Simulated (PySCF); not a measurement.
**Shifts of the heteroatoms**

Molfile (atoms numbered from 1):
```
C6H15BO
     RDKit          3D

 23 23  0  0  0  0  0  0  0  0999 V2000
   -1.6587    0.0950    0.7820 C   0  0  0  0  0  0  0  0  0  0  0  0
   -0.9411    1.0178   -0.0235 O   0  0  0  0  0  0  0  0  0  0  0  0
   -1.7522    2.0577   -0.5502 C   0  0  0  0  0  0  0  0  0  0  0  0
    0.0867    0.3391   -1.1480 B   0  0  0  0  0  0  0  0  0  0  0  0
    1.1175   -0.5979   -0.3648 C   0  0  0  0  0  0  0  0  0  0  0  0
    2.3781   -0.8546   -1.2343 C   0  0  0  0  0  0  0  0  0  0  0  0
    3.1117    0.2433   -0.4420 C   0  0  0  0  0  0  0  0  0  0  0  0
    2.0324    0.1360    0.6509 C   0  0  0  0  0  0  0  0  0  0  0  0
   -0.9275   -0.5878    1.2255 H   0  0  0  0  0  0  0  0  0  0  0  0
   -2.3735   -0.4738    0.1650 H   0  0  0  0  0  0  0  0  0  0  0  0
   -2.1870    0.6459    1.5737 H   0  0  0  0  0  0  0  0  0  0  0  0
   -1.0850    2.7334   -1.0949 H   0  0  0  0  0  0  0  0  0  0  0  0
   -2.5041    1.6437   -1.2413 H   0  0  0  0  0  0  0  0  0  0  0  0
   -2.2432    2.5853    0.2808 H   0  0  0  0  0  0  0  0  0  0  0  0
   -0.6817   -0.2398   -1.9148 H   0  0  0  0  0  0  0  0  0  0  0  0
    0.5897    1.3453   -1.6315 H   0  0  0  0  0  0  0  0  0  0  0  0
    0.6493   -1.5230    0.0171 H   0  0  0  0  0  0  0  0  0  0  0  0
    2.8134   -1.8514   -1.0580 H   0  0  0  0  0  0  0  0  0  0  0  0
    2.2799   -0.7130   -2.3227 H   0  0  0  0  0  0  0  0  0  0  0  0
    4.1552    0.0508   -0.1481 H   0  0  0  0  0  0  0  0  0  0  0  0
    3.0732    1.2126   -0.9602 H   0  0  0  0  0  0  0  0  0  0  0  0
    2.3559   -0.5191    1.4769 H   0  0  0  0  0  0  0  0  0  0  0  0
    1.6582    1.0772    1.0873 H   0  0  0  0  0  0  0  0  0  0  0  0
  1  2  1  0
  2  3  1  0
  2  4  1  0
  4  5  1  0
  5  6  1  0
  6  7  1  0
  7  8  1  0
  8  5  1  0
  1  9  1  0
  1 10  1  0
  1 11  1  0
  3 12  1  0
  3 13  1  0
  3 14  1  0
  4 15  1  0
  4 16  1  0
  5 17  1  0
  6 18  1  0
  6 19  1  0
  7 20  1  0
  7 21  1  0
  8 22  1  0
  8 23  1  0
M  CHG  2   2   1   4  -1
M  END
```

PySCF calculation with geometry: PBE0-D3(BJ)/def2-SVP and PBE0/pcSseg-1 with gauge-including orbitals; a single conformation, non-relativistic Hamiltonian, no solvent, one averaged value for each set of equivalent atoms.

**Question.** What are the 17O shifts?

**Answer.** 
```csv
atoms,environment,σ (ppm),δ (ppm)
O2,donor oxygen of a Lewis adduct,318.2,-19.7
```

Shieldings were converted by a linear fit to measured shifts: 17O (scatter 13.4 ppm rms, 14.2 ppm with the 1 outlier that the fit left out vs liquid water, solution or neat liquid). Occasional misses reach two or three times the rms, and more in compound classes unlike the fitted ones.

On a 300 MHz spectrometer 17O resonates near 40.7 MHz, so 1 ppm is 40.7 Hz.
